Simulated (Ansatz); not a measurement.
Sn2F⁺, relaxed as a triplet with UKS r2SCAN-D4/def2-TZVP in Ansatz, starting from the r2SCAN-D4/def2-TZVP geometry of the charge +1 singlet. Force threshold 0.02 eV/Å.

In the def2 sets Sn takes a core potential; there is no spin–orbit coupling. The relaxation made no stability test and no search for a lower SCF solution. At PBE0-D4/def2-TZVP a broken-symmetry singlet of charge 1 lies 0.10 eV below the triplet, each at its own geometry. The structure comes from a short search, and lower isomers may exist.

Start:

```xyz
3

Sn   -1.5738    0.0077   -0.0251
Sn    1.2186   -0.1102    0.9900
F     0.3552    0.1025   -0.9648
```

(1) Estimate the energy that the relaxation releases and the steps that it takes.

(2) Does the start keep its bonding and symmetry?

(3) Predict the relaxed structure.

Answers

(1) 0.2 kcal/mol, in 4 steps; 9 s on 4 threads of Arm Neoverse V2 on a shared host. No frequencies were taken in this run, so the end may be a saddle point.

(2) By distances, no bond broke or formed. The bond that changes most is Sn1–F3, from 2.15 to 2.14 Å (atoms count from 1). Point group C2v at the start, C2v at the end, both within 0.05 Å.

(3) 
Cartesian coordinates in Å:
```
Sn -1.549 0.006 -0.009
Sn 1.189 -0.110 0.987
F 0.360 0.104 -0.978
```
Bond lengths (bridged metal pairs left out): 2 × F–Sn 2.14 Å.
